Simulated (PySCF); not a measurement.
Compound: SbF6 (charge -1).
Cartesian coordinates in Å at the PBE0-D3(BJ)/def2-SVP level; atoms count from 1:
```xyz
7
SbF6 angstrom
F      0.3244    2.0630   -0.7808
Sb     0.3801    0.1861   -1.1897
F      1.4100   -0.1285    0.4022
F     -1.2403   -0.0858   -0.1929
F      0.4363   -1.6907   -1.5992
F     -0.6503    0.5005   -2.7816
F      2.0006    0.4580   -2.1869
```

Level of theory: PBE0-D3(BJ)/def2-SVP geometry optimisation, gas phase, def2 core potentials past Kr (PySCF 2.14.0).

Task: Which atoms are bound to Sb2, and at what distances?

Result: 6 atoms: F1 1.922 Å, F4 1.922 Å, F5 1.922 Å, F3 1.922 Å, F7 1.922 Å, F6 1.922 Å.

Task: List the angles at Sb2.

Result: 
```csv
angle,degrees,distance of the outer atoms (Å)
F4–Sb2–F7,180.0,3.84
F3–Sb2–F6,180.0,3.84
F1–Sb2–F5,180.0,3.84
F1–Sb2–F4,90.2,2.72
F5–Sb2–F7,90.2,2.72
F3–Sb2–F7,90.1,2.72
F1–Sb2–F6,90.1,2.72
F3–Sb2–F5,90.1,2.72
F4–Sb2–F6,90.0,2.72
F1–Sb2–F3,90.0,2.72
F6–Sb2–F7,90.0,2.72
F3–Sb2–F4,89.9,2.72
F5–Sb2–F6,89.9,2.72
F4–Sb2–F5,89.8,2.71
F1–Sb2–F7,89.8,2.71
```

Task: What is the shape at Sb2?

Result: Octahedral: the three widest angles are 180.0°, 180.0° and 180.0°, the others run from 89.8° to 90.2°.

Task: What are the rotational constants (commonest isotopes, rigid rotor)?

Result: A = 1803, B = 1801, C = 1797 MHz: a spherical top.

Point group: Oh (every atom within 0.08 Å of its image). Charge -1, singlet. The geometry's basis has no diffuse functions, a weakness for an anion. No PBE0-D3(BJ)/def2-SVP frequencies stand behind this structure, so it isn't proved a minimum.
